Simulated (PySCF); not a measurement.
CH$_{3}$S (SMILES [CH2-]S), charge -1, singlet, geometry from GFN2-xTB. Base run: MP2/def2-SV(P) (PySCF).

Here is a job for PySCF.
```python
from pyscf import gto, scf, mp

mol = gto.M(
    atom='''
C    -0.18310410    1.16138186    0.01505557
S    -0.04796709   -0.56372168   -0.01148952
H     1.29602576   -1.14309776    0.01927862
H     0.25755768    1.58118756    0.93632275
H     0.31251462    1.61316597   -0.86210237
''',
    basis='def2-sv(p)',
    charge=-1,
    verbose=4,
)

mf = scf.RHF(mol)
mf.kernel()

pt = mp.MP2(mf)
pt.kernel()
print('E(MP2) = %.10f' % pt.e_tot)
mf.analyze()
```

The base run was repeated with changes; each row names its change, and settings that it needs were set with it.

```tsv
change	ΔE vs base (kcal/mol)	MP2 correlation (Eh)	basis functions
base	0.000	-0.27129	38
density fitting = JK and correlation	0.044	-0.27126	38
method = ccsd	-18.36	-0.27129	38
method = cisd	-1.63	-	38
method = ccsd(t)	-23.90	-0.27129	38
frozen = 5	6.22	-0.26137	38
frozen = 7	34.35	-0.21655	38
cart = on	-12.63	-0.28189	40
frozen = 6	7.09	-0.25999	38
```
